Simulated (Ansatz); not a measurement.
`[NH2][Zr]([Cl])([Cl])[Cl]` and `[SH][Zr]([Cl])([Cl])[Cl]` differ in one atom or group.

Ansatz, PBE0-D4/def2-TZVP geometries, multiplicity 1. Each molecule was computed in one conformer, which needn't be the lowest.

Elements past krypton have def2 core potentials.

| property | `[NH2][Zr]([Cl])([Cl])[Cl]` |
| --- | --- |
| HOMO–LUMO gap (ωB97M-V/def2-TZVPP) / eV | 10.68 |
| zero-point energy (PBE0-D4/def2-TZVP) / kJ/mol | 73.1 |
| LUMO energy (PBE/def2-TZVPP) / eV | -2.98 |
| LUMO energy (ωB97M-V/def2-TZVPP) / eV | -0.02 |
| HOMO–LUMO gap (PBE/def2-TZVPP) / eV | 4.03 |
| size of the dipole moment (ωB97M-V/def2-TZVPP) / D | 2.82 |

Problem. What does the change do to each property? (Estimate.)

Solution. The calculation gave: 
| property | `[SH][Zr]([Cl])([Cl])[Cl]` | shift |
| --- | --- | --- |
| HOMO–LUMO gap (ωB97M-V/def2-TZVPP) / eV | 9.76 | -0.92 |
| zero-point energy (PBE0-D4/def2-TZVP) / kJ/mol | 32.2 | -40.9 |
| LUMO energy (PBE/def2-TZVPP) / eV | -3.52 | -0.54 |
| LUMO energy (ωB97M-V/def2-TZVPP) / eV | -0.65 | -0.63 |
| HOMO–LUMO gap (PBE/def2-TZVPP) / eV | 3.56 | -0.47 |
| size of the dipole moment (ωB97M-V/def2-TZVPP) / D | 0.60 | -2.22 |

With PBE0 the HOMO rises by 0.11 eV and the LUMO falls by 0.59 eV, so the gap narrows by about 0.70 eV. PBE moves the HOMO by -0.06 eV and ωB97M-V by 0.29 eV. The zero-point energy changes by -40.9 kJ/mol with -3 modes. Dipoles are sizes alone; their direction can turn.
